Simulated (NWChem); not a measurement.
System: C₂H₄NO, doublet; SMILES CC([NH])=O

Here is an NWChem input.

```
start job
memory heap 200 mb stack 900 mb global 1100 mb
geometry units angstroms noautoz
  C      0.013729     1.388162     0.012414
  C      0.059604    -0.104828     0.128732
  N     -0.974367    -0.805976    -0.433430
  O      1.017723    -0.725118     0.573660
  H      0.069184     1.673985    -1.048973
  H     -0.941439     1.772653     0.401029
  H      0.853109     1.832951     0.560326
  H     -1.066763    -1.708000     0.051639
end
basis spherical
  * library pcseg-2
end
dft
  odft
  mult 2
  xc xpbe96 cpbe96
  iterations 150
  semidirect filesize 400000000
  mulliken
end
task dft energy
```

NWChem printed, in part:

```
             Northwest Computational Chemistry Package (NWChem) 7.3.0
             --------------------------------------------------------

 C1  symmetry detected

                             Geometry "geometry" -> ""
                             -------------------------

 Output coordinates in angstroms (scale by  1.889725989 to convert to a.u.)

  No.       Tag          Charge          X              Y              Z
 ---- ---------------- ---------- -------------- -------------- --------------
    1 C                    6.0000    -0.09503845    -1.39193120     0.00054512
    2 C                    6.0000     0.06132474     0.09785864    -0.02647969
    3 N                    7.0000    -1.08370262     0.84630231     0.04751410
    4 O                    8.0000     1.14291172     0.67107437     0.02154074
    5 H                    1.0000    -0.52782684    -1.69660153     0.96552315
    6 H                    1.0000    -0.79461683    -1.71713113    -0.78433446
    7 H                    1.0000     0.88036905    -1.87391694    -0.13683588
    8 H                    1.0000    -0.91301848     1.75937389    -0.39367005

 Effective nuclear repulsion energy (a.u.)     113.1725018858

  pbe96 is a nonlocal functional; adding pw91lda local functional.

                                 NWChem DFT Module
                                 -----------------

 Summary of "ao basis" -> "ao basis" (spherical)
 ------------------------------------------------------------------------------
       Tag                 Description            Shells   Functions and Types
 ---------------- ------------------------------  ------  ---------------------
 C                          pcseg-2                 10       30   4s3p2d1f
 N                          pcseg-2                 10       30   4s3p2d1f
 O                          pcseg-2                 10       30   4s3p2d1f
 H                          pcseg-2                  6       14   3s2p1d

            General Information
            -------------------
          SCF calculation type: DFT
          Wavefunction type:  spin polarized.
          No. of atoms     :     8
          No. of electrons :    31
           Alpha electrons :    16
            Beta electrons :    15
          Charge           :     0
          Spin multiplicity:     2
          Use of symmetry is: off; symmetry adaption is: off
          Maximum number of iterations: 150
          AO basis - number of functions:   176
                     number of shells:    64
          Convergence on energy requested:  1.00D-06
          Convergence on density requested:  1.00D-05
          Convergence on gradient requested:  5.00D-04

              XC Information
              --------------
          PerdewBurkeErnzerhof Exchange Functional  1.000
            Perdew 1991 LDA Correlation Functional  1.000 local
           PerdewBurkeErnz. Correlation Functional  1.000 non-local

             Grid Information
             ----------------
          Grid used for XC integration:  medium
          Radial quadrature: Mura-Knowles
          Angular quadrature: Lebedev.
          Tag              B.-S. Rad. Rad. Pts. Rad. Cut. Ang. Pts.
          ---              ---------- --------- --------- ---------
          C                   0.70       49          11.0       434
          N                   0.65       49          11.0       434
          O                   0.60       49          10.0       434
          H                   0.35       45          12.0       434
          Grid pruning is: on
          Number of quadrature shells:   376
          Spatial weights used:  Erf1

      Superposition of Atomic Density Guess
      -------------------------------------

 Sum of atomic energies:        -206.42400557

      Non-variational initial energy
      ------------------------------

 Total energy =    -208.304737
 1-e energy   =    -503.857823
 2-e energy   =     182.380584
 HOMO         =      -0.307763
 LUMO         =       0.030634

------------------------------------------------------------
EAF file 0: "./job.aoints.0" size=598212608 bytes
------------------------------------------------------------
               write      read    awrite     aread      wait
               -----      ----    ------     -----      ----
     calls:     1141         0         0         0         0
   data(b): 5.98e+08  0.00e+00  0.00e+00  0.00e+00
   time(s): 0.00e+00  0.00e+00  0.00e+00  0.00e+00  0.00e+00
rate(mb/s): 0.00e+00  0.00e+00
------------------------------------------------------------

     ---------------------------------------------
      Total Density - Mulliken Population Analysis
     ---------------------------------------------

    Atom       Charge   Shell Charges
 -----------   ------   -------------------------------------------------------
    1 C    6     6.22   2.00  0.58  0.44  0.14  1.33  1.41  0.29  0.01  0.03  0.00
    2 C    6     5.13   2.00  0.56  0.36  0.10  0.99  0.87  0.07  0.02  0.14  0.01
    3 N    7     7.31   2.00  0.64  0.78  0.22  1.42  1.69  0.51  0.00  0.03  0.00
    4 O    8     8.83   2.00  0.65  0.90  0.30  2.12  2.23  0.60  0.00  0.03  0.00
    5 H    1     0.90   0.38  0.44  0.04  0.01  0.04  0.00
    6 H    1     0.90   0.38  0.43  0.04  0.01  0.03  0.00
    7 H    1     0.92   0.39  0.44  0.05  0.01  0.03  0.00
    8 H    1     0.81   0.36  0.34  0.04  0.01  0.05  0.00

     --------------------------------------------
      Spin Density - Mulliken Population Analysis
     --------------------------------------------

    Atom       Charge   Shell Charges
 -----------   ------   -------------------------------------------------------
    1 C    6     0.01   0.00  0.00  0.00 -0.00  0.01  0.01 -0.00  0.00  0.00  0.00
    2 C    6     0.06   0.00  0.00  0.00 -0.00  0.01  0.02  0.01  0.00  0.01  0.00
    3 N    7     0.76   0.00  0.00  0.00  0.00  0.28  0.33  0.14  0.00  0.00  0.00
    4 O    8     0.14   0.00  0.00  0.00 -0.00  0.07  0.06  0.01  0.00  0.00  0.00
    5 H    1     0.00   0.00  0.00  0.00  0.00  0.00  0.00
    6 H    1     0.01   0.00  0.00 -0.00  0.00  0.00  0.00
    7 H    1     0.01   0.00  0.00  0.00  0.00  0.00  0.00
    8 H    1     0.01   0.00  0.00 -0.00  0.00  0.01  0.00

   convergence    iter        energy       DeltaE   RMS-Dens  Diis-err
 ---------------- ----- ----------------- --------- --------- ---------
 d= 0,ls=0.0,diis     1   -208.2551454060 -3.21D+02  5.60D-03  2.89D-01
                                                     5.59D-03  2.92D-01
 d= 0,ls=0.0,diis     2   -207.0627522791  1.19D+00  4.98D-03  3.10D+00
                                                     5.07D-03  2.51D+00
 d= 0,ls=0.0,diis     3   -208.2923573018 -1.23D+00  1.55D-03  1.91D-01
                                                     2.61D-03  1.74D-01
 d= 0,ls=0.0,diis     4   -208.3197130441 -2.74D-02  7.05D-04  1.17D-01
                                                     1.59D-03  1.23D-01
 d= 0,ls=0.0,diis     5   -208.3773070093 -5.76D-02  2.08D-04  3.65D-03
                                                     2.34D-04  2.66D-03
  Resetting Diis
 d= 0,ls=0.0,diis     6   -208.3786292607 -1.32D-03  8.56D-05  4.48D-04
                                                     8.85D-05  4.50D-04
 d= 0,ls=0.0,diis     7   -208.3788276197 -1.98D-04  5.31D-05  4.87D-05
                                                     7.26D-05  4.68D-05
 d= 0,ls=0.0,diis     8   -208.3787970521  3.06D-05  3.85D-05  1.28D-04
                                                     5.12D-05  1.23D-04
 d= 0,ls=0.0,diis     9   -208.3788345531 -3.75D-05  1.60D-05  4.77D-05
                                                     3.73D-05  5.07D-05
 d= 0,ls=0.0,diis    10   -208.3788533275 -1.88D-05  7.96D-06  9.45D-06
                                                     7.89D-06  7.79D-06
 d= 0,ls=0.0,diis    11   -208.3788571829 -3.86D-06  3.82D-06  7.86D-07
                                                     7.79D-06  7.14D-07
 d= 0,ls=0.0,diis    12   -208.3788575252 -3.42D-07  2.33D-06  3.77D-07
                                                     3.43D-06  2.87D-07

         Total DFT energy =     -208.378857525225
      One electron energy =     -506.694049385337
           Coulomb energy =      212.664271222311
    Exchange-Corr. energy =      -27.521581248010
 Nuclear repulsion energy =      113.172501885812

 Numeric. integr. density =       30.999995423501

                    DFT Final Alpha Molecular Orbital Analysis
                    ------------------------------------------

 Vector   14  Occ=1.000000D+00  E=-3.100745D-01
              MO Center= -5.0D-01,  4.7D-01,  3.1D-02, r^2= 2.3D+00
   Bfn.  Coefficient  Atom+Function         Bfn.  Coefficient  Atom+Function
  ----- ------------  ---------------      ----- ------------  ---------------
    96     -0.225791  4 O  py                63      0.224142  3 N  s
    65     -0.223462  3 N  px                66     -0.196068  3 N  py
    68     -0.190746  3 N  px                64      0.187501  3 N  s
    99     -0.182856  4 O  py                 6     -0.166994  1 C  py
    69     -0.156027  3 N  py               164     -0.156662  8 H  s

 Vector   15  Occ=1.000000D+00  E=-2.657399D-01
              MO Center= -3.8D-01,  7.3D-01,  8.4D-03, r^2= 1.9D+00
   Bfn.  Coefficient  Atom+Function         Bfn.  Coefficient  Atom+Function
  ----- ------------  ---------------      ----- ------------  ---------------
    67      0.337181  3 N  pz                70      0.306487  3 N  pz
    97     -0.242620  4 O  pz               100     -0.203895  4 O  pz
    73      0.192767  3 N  pz                65      0.163874  3 N  px
    68      0.148886  3 N  px                66      0.138543  3 N  py
   103     -0.128771  4 O  pz                95      0.125909  4 O  px

 Vector   16  Occ=1.000000D+00  E=-2.493572D-01
              MO Center=  2.3D-01,  5.7D-01,  7.1D-02, r^2= 2.2D+00
   Bfn.  Coefficient  Atom+Function         Bfn.  Coefficient  Atom+Function
  ----- ------------  ---------------      ----- ------------  ---------------
    96      0.331903  4 O  py                99      0.277931  4 O  py
    65     -0.229616  3 N  px                68     -0.203107  3 N  px
    95     -0.199218  4 O  px               102      0.171963  4 O  py
    98     -0.167338  4 O  px                67      0.164109  3 N  pz
    70      0.145173  3 N  pz                71     -0.124706  3 N  px

 Vector   17  Occ=0.000000D+00  E=-4.935742D-02
              MO Center= -1.7D-02,  1.2D-01, -1.4D-03, r^2= 2.5D+00
   Bfn.  Coefficient  Atom+Function         Bfn.  Coefficient  Atom+Function
  ----- ------------  ---------------      ----- ------------  ---------------
   123     -0.477391  5 H  s                 40      0.467616  2 C  pz
    37      0.410419  2 C  pz                43      0.357419  2 C  pz
   137      0.295942  6 H  s                103     -0.291439  4 O  pz
    97     -0.264313  4 O  pz               165      0.252771  8 H  s
   100     -0.228920  4 O  pz                73     -0.216682  3 N  pz

 Vector   18  Occ=0.000000D+00  E=-3.291875D-03
              MO Center= -4.4D-01, -7.4D-01, -2.4D-01, r^2= 8.6D+00
   Bfn.  Coefficient  Atom+Function         Bfn.  Coefficient  Atom+Function
  ----- ------------  ---------------      ----- ------------  ---------------
     4      2.188709  1 C  s                137     -1.063724  6 H  s
   123     -0.952763  5 H  s                165     -0.780933  8 H  s
   151     -0.695455  7 H  s                 64      0.609844  3 N  s
    34     -0.505651  2 C  s                 94      0.330126  4 O  s
    11     -0.196489  1 C  px                12     -0.192493  1 C  py

 Vector   19  Occ=0.000000D+00  E= 2.790339D-02
              MO Center= -7.7D-01,  1.0D+00, -4.9D-01, r^2= 8.1D+00
   Bfn.  Coefficient  Atom+Function         Bfn.  Coefficient  Atom+Function
  ----- ------------  ---------------      ----- ------------  ---------------
   165      1.642114  8 H  s                  4      1.164432  1 C  s
   137     -0.933804  6 H  s                123     -0.582400  5 H  s
    64     -0.528614  3 N  s                151     -0.480212  7 H  s
    72     -0.417688  3 N  py                12     -0.271818  1 C  py
    42     -0.273044  2 C  py                11     -0.223642  1 C  px

                     DFT Final Beta Molecular Orbital Analysis
                     -----------------------------------------

 Vector   13  Occ=1.000000D+00  E=-3.459550D-01
              MO Center=  1.1D-01, -4.4D-01, -3.9D-03, r^2= 2.7D+00
   Bfn.  Coefficient  Atom+Function         Bfn.  Coefficient  Atom+Function
  ----- ------------  ---------------      ----- ------------  ---------------
    97      0.272205  4 O  pz                 7     -0.231482  1 C  pz
   100      0.225411  4 O  pz                37      0.170443  2 C  pz
    10     -0.160903  1 C  pz               135      0.161008  6 H  s
   122     -0.157773  5 H  s                136      0.156643  6 H  s
   121     -0.148697  5 H  s                 40      0.139947  2 C  pz

 Vector   14  Occ=1.000000D+00  E=-2.852812D-01
              MO Center= -3.7D-01,  5.6D-01,  9.2D-02, r^2= 2.3D+00
   Bfn.  Coefficient  Atom+Function         Bfn.  Coefficient  Atom+Function
  ----- ------------  ---------------      ----- ------------  ---------------
    96     -0.235331  4 O  py                63      0.231416  3 N  s
    64      0.199530  3 N  s                 99     -0.193503  4 O  py
    65     -0.192311  3 N  px                68     -0.160988  3 N  px
    97     -0.157427  4 O  pz                66     -0.152351  3 N  py
   164     -0.141446  8 H  s                 62      0.139721  3 N  s

 Vector   15  Occ=1.000000D+00  E=-2.367544D-01
              MO Center=  9.4D-02,  6.1D-01,  8.9D-02, r^2= 2.2D+00
   Bfn.  Coefficient  Atom+Function         Bfn.  Coefficient  Atom+Function
  ----- ------------  ---------------      ----- ------------  ---------------
    96      0.285122  4 O  py                67      0.262283  3 N  pz
    99      0.238200  4 O  py                70      0.233476  3 N  pz
    97     -0.185339  4 O  pz                73      0.161402  3 N  pz
   102      0.157017  4 O  py               100     -0.155357  4 O  pz
    95     -0.143006  4 O  px                65     -0.127068  3 N  px

 Vector   16  Occ=0.000000D+00  E=-2.004917D-01
              MO Center= -3.7D-01,  6.8D-01, -4.9D-02, r^2= 2.1D+00
   Bfn.  Coefficient  Atom+Function         Bfn.  Coefficient  Atom+Function
  ----- ------------  ---------------      ----- ------------  ---------------
    65      0.270124  3 N  px                68      0.241933  3 N  px
    67      0.207875  3 N  pz                70      0.190003  3 N  pz
    71      0.185630  3 N  px                95      0.185203  4 O  px
    96     -0.183150  4 O  py                97     -0.167761  4 O  pz
    98      0.158221  4 O  px                99     -0.157901  4 O  py

 Vector   17  Occ=0.000000D+00  E=-4.106473D-02
              MO Center= -7.4D-02,  1.5D-01, -1.4D-03, r^2= 2.6D+00
   Bfn.  Coefficient  Atom+Function         Bfn.  Coefficient  Atom+Function
  ----- ------------  ---------------      ----- ------------  ---------------
   123      0.534738  5 H  s                 40     -0.456044  2 C  pz
    37     -0.395909  2 C  pz               137     -0.349583  6 H  s
    43     -0.329324  2 C  pz               103      0.290296  4 O  pz
   165     -0.261032  8 H  s                 97      0.257836  4 O  pz
    73      0.242392  3 N  pz               100      0.225155  4 O  pz

[...]
```

Level: PBE/pcseg-2, spin-unrestricted. Coordinates come from a PBE0/def2-SVP, spin-unrestricted optimisation. No stability test was run on the SCF state.
